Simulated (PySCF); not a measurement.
A GIAO shielding run with PySCF (density fitting, non-relativistic, gas phase) on SMILES C=C[C@@H](OCF)[SiH](F)F, C₄H₇F₃OSi:

```
$ OMP_NUM_THREADS=1 python probes_run.py task.json out

{"job": {"kind": "nmr", "xc": "PBE0", "basis": "pcSseg-1"}, "charge": 0, "multiplicity": 1}
C      0.277201     2.521184    -0.276065
C      0.045156     1.321500    -0.776417
C     -0.095940     0.078237     0.047241
O     -1.033384    -0.799106    -0.615400
C     -1.781674    -1.572111     0.202079
F     -1.019573    -2.546326     0.830212
Si     1.611484    -0.779767     0.220258
F      2.364651    -0.696960    -1.184248
F      2.509102     0.168837     1.147202
H      0.361811     2.688111     0.785189
H      0.402855     3.381808    -0.908892
H     -0.031884     1.152950    -1.840183
H     -0.496395     0.335337     1.037356
H     -2.262491    -1.012669     1.024211
H     -2.520275    -2.100646    -0.410017
H      1.661759    -2.131433     0.706065
```

Hardware: 1 thread of an Intel Xeon 6975P-C, shared host. The job also computes population analyses, field gradients.

(1) How large is the calculation?

(2) How long does it take, and how much memory does it need?

Answers

(1) 80 electrons, 195 basis functions and 1035 auxiliary functions.

(2) 26 s of wall time, with 14 SCF cycles and 5 response iterations; peak memory 0.9 GiB. Times on a shared host scatter by some tens of per cent.
